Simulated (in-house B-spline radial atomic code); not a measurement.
**RPA and G0W0 on Hartree-Fock: P**

Configuration [Ne] 3s2 3p3, highest spin, mean-field start Hartree-Fock. Computed with an all-electron radial atomic-structure program (B-spline basis): all electrons, non-relativistic, point nucleus, each spin shell either full or empty, empty states to l = 9 with an (l + 1/2)⁻⁴ tail; G0W0 by contour deformation at full frequency.

Command:
```bash
python run_gw.py task.json out
```
Settings (radii: box in bohr, nucleus in fm):
```
Z                        15
electrons                15
configuration            [Ne] 3s2 3p3
hamiltonian              nr
method                   hf
lmax                     9
spin_polarised           True
box_radius               40
intervals                52
```

Cost of the run: 2 s on 1 thread of Arm Neoverse N1, with other jobs on the host.

Energies (hartree):

```csv
term,value
mean-field total,-340.71928
Hartree-Fock functional on these orbitals,-340.71928
direct second order,-0.82416
second-order exchange,0.30262
SOSEX correction,0.27969
```

(1) What is the RPA correlation energy, and what remains with SOSEX?

Quasi-particle levels (eV):

| level | occupied | mean field | Σx - vxc | Σc | QP weight | G0W0 |
| --- | --- | --- | --- | --- | --- | --- |
| 3p up | yes | -10.670 | 0.00 | ? | ? | ? |
| 3s down | yes | -15.134 | 0.00 | -1.23 | 0.929 | -16.360 |
| 2p down | yes | -146.39 | 0.00 | 4.74 | 0.903 | -141.66 |

G0W0 = mean field + (Σx - vxc) + Σc, with Σc (partial-wave tail included) taken at the quasi-particle energy. Only the outer levels were computed. Levels of low weight are left out.

(2) Where does G0W0 put 3p up?

Results:

(1) RPA gives -0.73985 hartree (-1.34 eV per electron); RPA + SOSEX gives -0.46016, and the second-order doubles (MP2) -0.52154 hartree. RPA lacks exchange-type terms and so overcorrelates at short range.

(2) At -10.917 eV, with Σc = -0.25 eV and a quasi-particle weight of 0.942. The tabulated removal energy is 10.487 eV (NIST, measured); the calculation leaves out relativity, Breit and QED terms, and what these don't explain is the method's own error.
